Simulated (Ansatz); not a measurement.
HCl₃HfO, charge +1, doublet, at the geometry of the source list (the multiplicity is a formal guess) (core potentials on Hf); BLYP/def2-SV(P) run with Ansatz (an electronic-structure program).

Here is a job for Ansatz.
Ansatz 0.2 input:
```yaml
crystal:
  periodic: [false, false, false]
  atoms:
    - {symbol: Hf, position_ang: [0.35460000, 0.04230000, -0.04600000]}
    - {symbol: Cl, position_ang: [2.29780000, 0.91150000, -0.76000000]}
    - {symbol: Cl, position_ang: [0.77600000, -0.74290000, 2.01020000]}
    - {symbol: Cl, position_ang: [-0.06440000, -1.78010000, -1.28790000]}
    - {symbol: O, position_ang: [-1.23380000, 0.95330000, -0.00490000]}
    - {symbol: H, position_ang: [-2.13020000, 0.61580000, 0.08860000]}
basis:
  gaussian:
    orbitals: def2-SV_P_.json
hamiltonian:
  xc: blyp
total_charge: 1
magnetization: {spin_polarized: true, initial_magnetization: 1}
```
The basis file holds def2-SV(P) in the JSON format of the Basis Set Exchange.

**Question.** What does Ansatz print? Leave out banner, timings and long lists.

**Answer.** 
```
Functional definition: BLYP
1068 factors; their error is unknown
mean field evaluation 1: about -40906.4933 eV, gradient 6.0e1 eV
mean field evaluation 2: about -40759.3799 eV, gradient 1.5e2 eV
mean field evaluation 4: about -40916.3749 eV, gradient 2.1e1 eV
mean field evaluation 8: about -40919.2100 eV, gradient 8.5e0 eV
mean field evaluation 16: about -40919.8192 eV, gradient 2.4e-1 eV
mean field evaluation 32: about -40919.8273 eV, gradient 2.6e-6 eV
mean field evaluation 64: about -40919.8412 eV, gradient 7.2e-3 eV
mean field evaluation 96: about -40919.4369 eV, gradient 6.3e0 eV
mean field evaluation 128: about -40918.6721 eV, gradient 2.7e0 eV
mean field -40919.84121466 eV, -1503.7764281742 hartree, gradient 2.0e-6 eV, S^2 0.752307; 20 other end points of the search recorded, 0 dependent functions left out
reference -40919.84163210 eV, -1503.7764435149 hartree; 36, 35 occupied and 59, 60 virtual orbitals, 1068 factors
Total energy: -40919.84163210 eV, -1503.7764435149 hartree
```
